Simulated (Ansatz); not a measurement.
Total energies of `N[Si](N)(Cl)Cl`.

```tsv
atom	x (Å)	y (Å)	z (Å)
N1	-0.4809	0.7519	-1.1696
Si2	0.4541	-0.0525	-0.0157
N3	-0.5590	-0.6315	1.2055
Cl4	1.4921	-1.7063	-0.6599
Cl5	1.8833	1.3159	0.5436
H6	-1.2657	0.2857	-1.5955
H7	-0.0660	1.4401	-1.7752
H8	-0.2718	-1.4010	1.7868
H9	-1.1860	-0.0021	1.6800
```

Charge 0, multiplicity 1. Geometry: relaxed with PBE0-D4/def2-TZVP. It is one conformer, not always the lowest. Basis def2-TZVPP, the Gaussian-basis code of Ansatz.

RPA on PBE orbitals: Hartree–Fock energy of these orbitals -1319.38551 Eh, correlation -1.48289 Eh (frozen core).

```csv
functional,energy without D4 (Eh),D4 term (kJ/mol)
revPBE,-1321.80786,-74.2
BLYP,-1322.02867,-58.1
PBE0,-1321.53228,-22.6
B3LYP,-1322.13045,-43.4
CAM-B3LYP,-1322.07074,-23.2
LC-ωPBE,-1321.67750,–
ωB97X-V,-1321.86657,–
ωB97M-V,-1321.98251,–
B2PLYP,-1321.61921,–
PBE-QIDH,-1321.27224,–
```

**Question.** Give the same for LDA (SPW92), PBE, r2SCAN, B97M-V, r2SCANh, r2SCAN0, HSE06 (plane-wave form), BHLYP. (Best estimate.)

**Answer.** The calculation gave: 
```
             functional  energy without D4 (Eh)  D4 term (kJ/mol)
            LDA (SPW92)             -1317.04806                 –
                    PBE             -1321.42019             -26.6
                 r2SCAN             -1321.93913              -6.2
                 B97M-V             -1321.75475                 –
                r2SCANh             -1321.92947              -6.7
                r2SCAN0             -1321.91599              -7.5
HSE06 (plane-wave form)             -1321.50484             -21.2
                  BHLYP             -1322.02040             -34.8
```

B3LYP takes the VWN-RPA correlation (the form of Gaussian; ORCA's B3LYP/G). HSE06 is the plane-wave form, built on full-range PBE exchange. The double hybrids freeze the cores in their second-order part.

LC-ωPBE has ω = 0.4 bohr⁻¹.
